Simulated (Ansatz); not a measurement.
Computed with Ansatz on PBE0-D4/def2-TZVP structures; ΔE is electronic, products minus reactants. CCSD(T)/CBS adds triple-zeta CCSD(T) − MP2 to the extrapolated MP2 energy (def2 sets, frozen cores). DFT in def2-TZVPP. Each species was taken in one conformer, which may not be the lowest.

Reaction (redistribution): `C[SiH](O)Cl` + `OB[SiH](F)[AlH2]` → `C[SiH]([AlH2])Cl` + `OB[SiH](O)F`

`C[SiH](O)Cl`:

Cartesian coordinates in Å:
```
C -0.131 -0.668 0.974
Si 0.333 0.100 -0.646
O 0.307 1.736 -0.617
Cl -0.996 -0.596 -2.066
H -0.068 -1.757 0.912
H 0.546 -0.326 1.761
H -1.153 -0.405 1.256
H 1.695 -0.263 -1.086
H -0.533 2.179 -0.489
```

`OB[SiH](F)[AlH2]`:

Z-matrix (Å, degrees):
```
Si
B 1 2.027
Al 1 2.466 2 112.9
F 1 1.621 2 109.3 3 124.3
H 1 1.498 2 108.0 3 -120.2
O 2 1.352 1 117.2 3 54.8
H 2 1.205 1 122.9 3 -123.7
H 3 1.590 1 118.7 2 -66.1
H 3 1.589 1 122.1 2 112.3
H 6 0.962 2 114.0 1 179.9
```

`C[SiH]([AlH2])Cl`:

Z-matrix (Å, degrees):
```
C
Si 1 1.873
H 1 1.092 2 111.3
H 1 1.094 2 110.0 3 120.2
H 1 1.092 2 110.3 3 -120.3
Al 2 2.466 1 114.8 3 -58.9
Cl 2 2.082 1 107.8 3 62.7
H 2 1.493 1 108.2 3 176.4
H 6 1.591 2 119.3 1 -60.7
H 6 1.587 2 121.3 1 119.0
```

`OB[SiH](O)F`:

Cartesian coordinates in Å:
```
O 1.335 1.666 -0.029
B 0.464 0.840 -0.647
Si -0.597 -0.451 0.496
O -0.271 -1.954 -0.074
F -2.163 -0.130 0.322
H 1.808 2.251 -0.629
H 0.342 0.890 -1.844
H -0.361 -0.400 1.965
H -0.556 -2.711 0.440
```

```json
{"level": "revPBE-D4", "ΔE (eV)": "0.03"}
{"level": "CAM-B3LYP-D4", "ΔE (eV)": "-0.01"}
{"level": "PBE-QIDH", "ΔE (eV)": "-0.01"}
{"level": "CCSD/def2-SVP", "ΔE (eV)": "-0.04"}
```

Task: What does CCSD(T)/CBS give? (Best estimate.)

Result: The calculation gave: -0.02 eV. The listed levels differ from it by 0.05, 0.01, 0.01, -0.02 eV.

Largest T1 diagnostic among the species: 0.014.

Leaving LDA and LC-ωPBE aside and taking each functional with its dispersion term where it has one, the values, not all of them listed here, spread over 0.09 eV, from BHLYP-D4 to B97M-V.
